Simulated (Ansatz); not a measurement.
A run for Ansatz (an electronic-structure program): R-r2SCAN/cc-pV(T+d)Z on ClHSi (SMILES [SiH]Cl), a point of a bond scan (R = 2.094 Å). Files ending in .json are basis or fitting sets from the Basis Set Exchange.

Ansatz 0.2 input:
```yaml
crystal:
  periodic: [false, false, false]
  atoms:
    - {symbol: Si, position_ang: [0.78708045, -0.22621477, 0.74859549]}
    - {symbol: H, position_ang: [1.83074512, -0.49356290, -0.33253173]}
    - {symbol: Cl, position_ang: [-0.75587479, 0.21532763, -0.59692971]}
basis:
  gaussian:
    orbitals: cc-pV_T+d_Z.json
    pivot_positions_ang: [[0.78708045, -0.22621477, 0.74859549], [1.83074512, -0.49356290, -0.33253173], [-0.75587479, 0.21532763, -0.59692971]]
hamiltonian:
  xc: {name: r2SCAN}
scf: {lower_state_search: off}
output: {orbitals: {seedname: ./end}}
```

Program output:

```
WARN ansatz: RAYON_NUM_THREADS=1 ignored (pool sized by the plan → 1); use --threads N
Functional definition: r2SCAN
these checks for a lower state are left out or cut short: stability, starts, cluster_reference, orbital_swaps, neighbouring_geometries, increment
integrals: 0.03 GiB planned
675 factors; their error is unknown
mean field: 0.21 GiB planned
mean field evaluation 1: about -20414.9281 eV, gradient 1.3e1 eV
mean field evaluation 2: about -20415.0026 eV, gradient 1.3e1 eV
mean field evaluation 4: about -20415.4015 eV, gradient 1.4e0 eV
mean field evaluation 8: about -20415.3954 eV, gradient 7.6e-2 eV
mean field evaluation 16: about -20415.3954 eV, gradient 1.6e-6 eV
mean field -20415.39536409 eV, -750.2519415782 hartree, gradient 1.0e-6 eV, S^2 0.000000; 0 other end points of the search recorded, 0 dependent functions left out
reference -20415.39537199 eV, -750.2519418687 hartree; 16, 16 occupied and 76, 76 virtual orbitals, 675 factors
Total energy: -20415.39537199 eV, -750.2519418687 hartree
Checks for a lower state left out: stability, starts, cluster_reference, orbital_swaps, neighbouring_geometries, increment
```

The calculation finished and met its thresholds.

Cost: very roughly 0.8 core-seconds.
